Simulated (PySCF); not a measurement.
C₃H₆NO (SMILES [CH2]N(C)C=O), doublet, geometry from GFN2-xTB; MP2/pcseg-1 run with PySCF.

Input for PySCF:
```python
from pyscf import gto, scf, mp

mol = gto.M(
    atom='''
C    -0.573406   -1.042484   -0.847476
N     0.225803   -0.272321   -0.074848
C     1.574085   -0.720220    0.183171
C    -0.227933    0.906341    0.453381
O    -1.345686    1.349776    0.282629
H    -0.193542   -1.958740   -1.247516
H    -1.570377   -0.700521   -1.031822
H     1.561024   -1.687964    0.688367
H     2.089525    0.000571    0.815548
H     2.123845   -0.824779   -0.754247
H     0.537918    1.417652    1.058112
''',
    basis='pcseg-1',
    charge=0,
    spin=1,
    verbose=4,
)

mf = scf.UHF(mol)
mf.kernel()

pt = mp.MP2(mf, frozen=5)
pt.kernel()
print('E(MP2) = %.10f' % pt.e_tot)
```

**Question.** Predict the main parts of the log of this PySCF run.

**Answer.** 
```
PySCF version 2.14.0

[INPUT] verbose = 4
[INPUT] num. atoms = 11
[INPUT] num. electrons = 39
[INPUT] charge = 0
[INPUT] spin (= nelec alpha-beta = 2S) = 1
[INPUT] symmetry False subgroup None
[INPUT] Mole.unit = angstrom
[INPUT] Symbol           X                Y                Z      unit          X                Y                Z       unit  Magmom
[INPUT]  1 C     -0.573406000000  -1.042484000000  -0.847476000000 AA   -1.083580298182  -1.970009249241  -1.601497537142 Bohr   0.0
[INPUT]  2 N      0.225803000000  -0.272321000000  -0.074848000000 AA    0.426705828105  -0.514612107968  -0.141442220971 Bohr   0.0
[INPUT]  3 C      1.574085000000  -0.720220000000   0.183171000000 AA    2.974589546786  -1.361018549434   0.346143023963 Bohr   0.0
[INPUT]  4 C     -0.227933000000   0.906341000000   0.453381000000 AA   -0.430730944750   1.712736265464   0.856765920081 Bohr   0.0
[INPUT]  5 O     -1.345686000000   1.349776000000   0.282629000000 AA   -2.542977989661   2.550706969511   0.534091404860 Bohr   0.0
[INPUT]  6 H     -0.193542000000  -1.958740000000  -1.247516000000 AA   -0.365741373601  -3.701482149231  -2.357463576013 Bohr   0.0
[INPUT]  7 H     -1.570377000000  -0.700521000000  -1.031822000000 AA   -2.967582442316  -1.323792834506  -1.949860989301 Bohr   0.0
[INPUT]  8 H      1.561024000000  -1.687964000000   0.688367000000 AA    2.949907833873  -3.189789668125   1.300825103188 Bohr   0.0
[INPUT]  9 H      2.089525000000   0.000571000000   0.815548000000 AA    3.948629980432   0.001079033617   1.541162361437 Bohr   0.0
[INPUT] 10 H      2.123845000000  -0.824779000000  -0.754247000000 AA    4.013485381027  -1.558606423293  -1.425320260275 Bohr   0.0
[INPUT] 11 H      0.537918000000   1.417652000000   1.058112000000 AA    1.016517697474   2.678974019942   1.999541889116 Bohr   0.0

nuclear repulsion = 174.420897028196
number of shells = 27
number of NR pGTOs = 167
number of NR cGTOs = 100
basis = pcseg-1
ecp = {}

******** <class 'pyscf.scf.uhf.UHF'> ********
method = UHF
initial guess = minao
damping factor = 0
level_shift factor = 0
DIIS = <class 'pyscf.scf.diis.CDIIS'>
diis_start_cycle = 1
diis_space = 8
diis_damp = 0
SCF conv_tol = 1e-09
SCF conv_tol_grad = None
SCF max_cycles = 50
direct_scf = True
direct_scf_tol = 1e-13
number electrons alpha = 20  beta = 19
Set gradient conv threshold to 3.16228e-05
init E= -247.296216160619

cycle= 1 E= -246.118235179707  delta_E= 1.18  |g|= 0.578  |ddm|= 2.22
cycle= 2 E= -246.202045228773  delta_E= -0.0838  |g|= 0.491  |ddm|= 0.831
cycle= 3 E= -246.294556525569  delta_E= -0.0925  |g|= 0.0614  |ddm|= 0.362
cycle= 4 E= -246.299637869768  delta_E= -0.00508  |g|= 0.0267  |ddm|= 0.123
cycle= 5 E= -246.300932632955  delta_E= -0.00129  |g|= 0.0147  |ddm|= 0.0624
cycle= 6 E= -246.301548452789  delta_E= -0.000616  |g|= 0.00501  |ddm|= 0.0617
cycle= 7 E= -246.301600037402  delta_E= -5.16e-05  |g|= 0.00267  |ddm|= 0.0135
cycle= 8 E= -246.301614125729  delta_E= -1.41e-05  |g|= 0.00166  |ddm|= 0.00567
cycle= 9 E= -246.301622043465  delta_E= -7.92e-06  |g|= 0.00106  |ddm|= 0.00411
cycle= 10 E= -246.301627231528  delta_E= -5.19e-06  |g|= 0.000711  |ddm|= 0.00416
cycle= 11 E= -246.301629702477  delta_E= -2.47e-06  |g|= 0.000475  |ddm|= 0.00314
cycle= 12 E= -246.301631101952  delta_E= -1.4e-06  |g|= 0.000284  |ddm|= 0.00294
cycle= 13 E= -246.301631628541  delta_E= -5.27e-07  |g|= 0.000146  |ddm|= 0.00225
cycle= 14 E= -246.301631701653  delta_E= -7.31e-08  |g|= 8.86e-05  |ddm|= 0.000726
cycle= 15 E= -246.301631729902  delta_E= -2.82e-08  |g|= 4.21e-05  |ddm|= 0.000517
cycle= 16 E= -246.30163173445  delta_E= -4.55e-09  |g|= 1.96e-05  |ddm|= 0.000184
cycle= 17 E= -246.30163173529  delta_E= -8.39e-10  |g|= 7.1e-06  |ddm|= 7.33e-05
Extra cycle  E= -246.301631735344  delta_E= -5.47e-11  |g|= 4.11e-06  |ddm|= 9.53e-06
converged SCF energy = -246.301631735344  <S^2> = 0.77209852  2S+1 = 2.0219778

******** <class 'pyscf.mp.ump2.UMP2'> ********
nocc = (np.int64(15), np.int64(14)), nmo = (95, 95)
frozen orbitals 5
E(UMP2) = -247.043391407143  E_corr = -0.74175967179847
E(SCS-UMP2) = -247.028617220351  E_corr = -0.726985485006512
E_corr(same-spin) = -0.188222447482675
E_corr(oppo-spin) = -0.553537224315794
E(MP2) = -247.0433914071
```
